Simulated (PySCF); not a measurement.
**Which determinant of TlB lies lowest?**

Unrestricted PBE0; basis Tl aug-cc-pVDZ-PP with ECP60, B aug-cc-pVDZ; scalar-relativistic core potentials; PySCF 2.14. Outer shells of the fragments: Tl 5d10 6s2 6p1; B 2s2 2p1.

Followed along the bond (rough minima from three points):

```
2Ms+1  unpaired  ⟨S²⟩ at the start  R at minimum (Å)  Te (eV)
    3  σ ↑, π ↑               2.01              2.49     0.00
    3      π ↑↑               2.01              2.27     0.12
    1  σ ↓, π ↑               1.01              2.49     0.18
    1      π ↑↓               1.01              2.28     0.33
    1      none               0.00              2.30     1.03
```

Solutions found at the starting distance of 2.245 Å, counted from the lowest of them; the search is not exhaustive and high or unbound solutions are not listed, so other states can lie among these:

```csv
2Ms+1,unpaired,term,E (eV),⟨S²⟩,⟨Lz²⟩,μ (D)
3,π ↑↑,³Σ⁻,0.00,2.01,0.00,-2.66
3,"σ ↑, π ↑",³Π,0.06,2.01,1.00,-1.66
1,π ↑↓,mixed,0.21,1.01,2.01,-2.61
1,"σ ↓, π ↑",mixed,0.24,1.01,1.00,-1.72
1,none,mixed,0.92,0.00,2.00,-2.27
3,π ↑↑,mixed,2.44,2.01,2.01,0.44
3,"σ ↑↑, π ↑↓",mixed,2.96,3.01,2.01,-2.30
1,"σ ↓↓, π ↑↑",mixed,3.58,2.00,0.00,-2.45
3,"σ ↑, π ↑",mixed,3.68,2.41,1.01,-2.32
1,"σ ↓, π ↑",mixed,4.53,1.23,1.15,-2.65
```

A term symbol is given only where ⟨S²⟩ and ⟨Lz²⟩ are close to those of a pure state; real π, δ and φ orbitals otherwise mix terms. A positive dipole means Tl(−)B(+).

**Question.** Compare the gap between the two lowest followed solutions at the starting distance with the gap between their minima.

**Answer.** At PBE0 the second solution (triplet, unpaired electrons π ↑↑) lies -0.06 eV from the first (triplet, unpaired electrons σ ↑, π ↑) at 2.245 Å and +0.12 eV at the minima; the two curves relax by different amounts, since their minima lie near 2.27 and 2.49 Å.

These are scalar-relativistic numbers at best; spin–orbit coupling would shift them, the dissociation energy most. Counting both spins, an empty level lies below a filled one in some of these solutions, because spin and occupation are held.
